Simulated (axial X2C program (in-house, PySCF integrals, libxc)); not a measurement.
# Outer orbitals of GeS⁻ at 2.116 Å, PBE50

All values were computed with an in-house relativistic program for diatomic molecules. Spin-free means the one-electron spin-free X2C Hamiltonian; two-component (2c) means X2C with spin–orbit coupling and atomic mean-field two-electron Coulomb and Gaunt terms, so the difference of the two also holds small scalar two-electron terms. Basis: Ge dyall-acv3z [10s10p8d5f1g], S dyall-av3z [9s8p3d2f] (cores contracted in-house); Gaussian nuclei, density fitting, unrestricted open shells. Masses: Ge 73.921 u, S 31.972 u.

The distance is close to the 2c PBE0 minimum; the highest filled and lowest empty levels are listed.

Spin-free orbitals, state M_S = 1/2, Λ = 1 (beyond evenly filled blocks: π+α) (Löwdin shares):

| symmetry | occupied | ε (eV) | atomic character |
| --- | --- | --- | --- |
| δ+α | yes | -31.11 | 100% Ge d |
| δ-α | yes | -31.07 | 100% Ge d |
| δ-β | yes | -31.02 | 100% Ge d |
| δ+β | yes | -31.02 | 100% Ge d |
| σα | yes | -31.00 | 100% Ge d |
| π+α | yes | -30.99 | 100% Ge d |
| σβ | yes | -30.98 | 100% Ge d |
| π-α | yes | -30.97 | 100% Ge d |
| π+β | yes | -30.94 | 100% Ge d |
| π-β | yes | -30.94 | 100% Ge d |
| σα | yes | -15.62 | 63% S s, 13% Ge s, 11% Ge p |
| σβ | yes | -15.43 | 64% S s, 12% Ge s, 11% Ge p |
| σα | yes | -8.84 | 49% Ge s, 28% S p, 11% S s |
| σβ | yes | -8.04 | 47% Ge s, 33% S p, 10% S s |
| π+α | yes | -3.51 | 68% S p, 23% Ge p, 4% Ge d |
| σα | yes | -3.32 | 44% S p, 36% Ge p, 13% Ge s |
| σβ | yes | -3.02 | 40% S p, 36% Ge p, 16% Ge s |
| π-α | yes | -2.98 | 69% S p, 21% Ge p, 5% Ge d |
| π+β | yes | -2.87 | 72% S p, 16% Ge p, 6% Ge d |
| π-β | yes | -2.87 | 72% S p, 16% Ge p, 6% Ge d |
| π+α | yes | 0.16 | 57% Ge p, 16% S p, 12% Ge d |
| π-α | no | 2.98 | 76% Ge p, 10% Ge d, 7% S p |
| σα | no | 3.23 | 86% Ge p, 11% Ge s |
| π+β | no | 3.36 | 87% Ge p, 6% Ge d, 4% S p |
| π-β | no | 3.36 | 87% Ge p, 6% Ge d, 4% S p |

The highest filled level is positive, so this functional does not bind it, and the empty levels of an anion are set by the basis.

Spinors with spin–orbit coupling (state Ω = 1/2):

| ω | occupied | ε (eV) | atomic character | λ mixture |
| --- | --- | --- | --- | --- |
| 3/2 | yes | -31.40 | 100% Ge d | 87% δ, 13% π |
| -3/2 | yes | -31.32 | 100% Ge d | 82% δ, 18% π |
| 1/2 | yes | -31.30 | 100% Ge d | 61% π, 39% σ |
| -1/2 | yes | -31.28 | 100% Ge d | 55% π, 45% σ |
| -5/2 | yes | -30.82 | 100% Ge d | 100% δ |
| 5/2 | yes | -30.76 | 100% Ge d | 100% δ |
| 1/2 | yes | -30.73 | 100% Ge d | 61% σ, 39% π |
| -1/2 | yes | -30.72 | 100% Ge d | 55% σ, 45% π |
| -3/2 | yes | -30.72 | 100% Ge d | 82% π, 18% δ |
| 3/2 | yes | -30.71 | 100% Ge d | 87% π, 13% δ |
| -1/2 | yes | -15.61 | 63% S s, 13% Ge s, 11% Ge p | 100% σ |
| 1/2 | yes | -15.41 | 64% S s, 12% Ge s, 11% Ge p | 100% σ |
| -1/2 | yes | -8.82 | 49% Ge s, 28% S p, 11% S s | 100% σ |
| 1/2 | yes | -8.01 | 47% Ge s, 33% S p, 10% S s | 100% σ |
| 1/2 | yes | -3.53 | 68% S p, 24% Ge p, 4% Ge d | 100% π |
| -1/2 | yes | -3.29 | 44% S p, 36% Ge p, 13% Ge s | 100% σ |
| 1/2 | yes | -2.99 | 40% S p, 36% Ge p, 16% Ge s | 100% σ |
| -3/2 | yes | -2.93 | 69% S p, 20% Ge p, 5% Ge d | 100% π |
| -1/2 | yes | -2.87 | 72% S p, 16% Ge p, 6% Ge d | 100% π |
| 3/2 | yes | -2.82 | 72% S p, 16% Ge p, 6% Ge d | 100% π |
| 1/2 | yes | 0.13 | 57% Ge p, 16% S p, 12% Ge d | 100% π |
| -3/2 | no | 3.00 | 77% Ge p, 9% Ge d, 7% S p | 100% π |
| -1/2 | no | 3.24 | 86% Ge p, 11% Ge s | 100% σ |
| -1/2 | no | 3.36 | 86% Ge p, 6% Ge d, 4% S p | 100% π |
| 3/2 | no | 3.37 | 88% Ge p, 6% Ge d, 4% S p | 100% π |

The highest filled level is positive, so this functional does not bind it, and the empty levels of an anion are set by the basis.

How does the gap between the highest filled and lowest empty level change from the spin-free to the 2c table?

From 2.82 to 2.87 eV at PBE50, a change of 0.05 eV.

Mulliken charges and populations of the two-component result (they depend on the basis, above all on diffuse functions):

Ge -0.25 e (s 7.88 p 14.22 d 10.13 f 0.02), S -0.75 e (s 5.94 p 10.74 d 0.06 f 0.01). ⟨Lz⟩ = 1.00 ħ and ⟨Sz⟩ = -0.50 ħ (-0.48 and -0.02 on the two atoms), which add up to Ω.

The state is a single determinant with fixed occupations, the lowest that a limited PBE0 search found. Density functionals use the spin component along the axis (collinear). The functionals have no current-density term, which raises determinants with orbital currents, atoms included. The highest occupied level of some functionals is positive through self-interaction error; at Hartree–Fock it is bound.
